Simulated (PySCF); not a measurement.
In(Me)3 (C3H9In), SMILES [In]([CH3])([CH3])[CH3].

Geometry optimised at B3LYP-D3(BJ)/def2-SVP. The isomer is the one that the SMILES or the coordinates give; other isomers of the formula were not compared. The def2 effective core potentials stand for the cores of In; spin–orbit coupling is left out.

Computed with TDDFT-PBE0/def2-SVPD (PySCF).

Vertical excitations. 

**Question.** List the lowest excited states. (Estimate from the structure and the level; the computed values follow.)

**Answer.** 
```json
[
 {"state": "S1", "energy (eV)": "4.75", "λ (nm)": "261", "f": "0.000", "main pairs": "HOMO→LUMO 100 %"},
 {"state": "S2", "energy (eV)": "4.75", "λ (nm)": "261", "f": "0.000", "main pairs": "HOMO−1→LUMO 100 %"},
 {"state": "S3", "energy (eV)": "5.84", "λ (nm)": "212", "f": "0.133", "main pairs": "HOMO→LUMO+1 98 %"},
 {"state": "S4", "energy (eV)": "5.85", "λ (nm)": "212", "f": "0.140", "main pairs": "HOMO−1→LUMO+1 98 %"},
 {"state": "S5", "energy (eV)": "7.16", "λ (nm)": "173", "f": "0.001", "main pairs": "HOMO→LUMO+3 61 %, HOMO−1→LUMO+2 33 %"},
 {"state": "S6", "energy (eV)": "7.17", "λ (nm)": "173", "f": "0.022", "main pairs": "HOMO→LUMO+2 58 %, HOMO−1→LUMO+2 31 %"},
 {"state": "S7", "energy (eV)": "7.18", "λ (nm)": "173", "f": "0.024", "main pairs": "HOMO→LUMO+2 32 %, HOMO→LUMO+3 29 %, HOMO−1→LUMO+2 28 %"},
 {"state": "S8", "energy (eV)": "7.19", "λ (nm)": "172", "f": "0.023", "main pairs": "HOMO−1→LUMO+3 88 %"},
 {"state": "S9", "energy (eV)": "7.65", "λ (nm)": "162", "f": "0.120", "main pairs": "HOMO→LUMO+4 81 %"},
 {"state": "S10", "energy (eV)": "7.66", "λ (nm)": "162", "f": "0.143", "main pairs": "HOMO−1→LUMO+4 79 %"},
 {"state": "T1", "energy (eV)": "4.49", "λ (nm)": "276", "f": "0", "main pairs": "HOMO→LUMO 98 %"},
 {"state": "T2", "energy (eV)": "4.49", "λ (nm)": "276", "f": "0", "main pairs": "HOMO−1→LUMO 98 %"},
 {"state": "T3", "energy (eV)": "5.20", "λ (nm)": "238", "f": "0", "main pairs": "HOMO→LUMO+1 87 %"},
 {"state": "T4", "energy (eV)": "5.20", "λ (nm)": "238", "f": "0", "main pairs": "HOMO−1→LUMO+1 87 %"}
]
```
Triplets are in the Tamm–Dancoff approximation, which puts them higher than full response would, so one can lie above its singlet here.
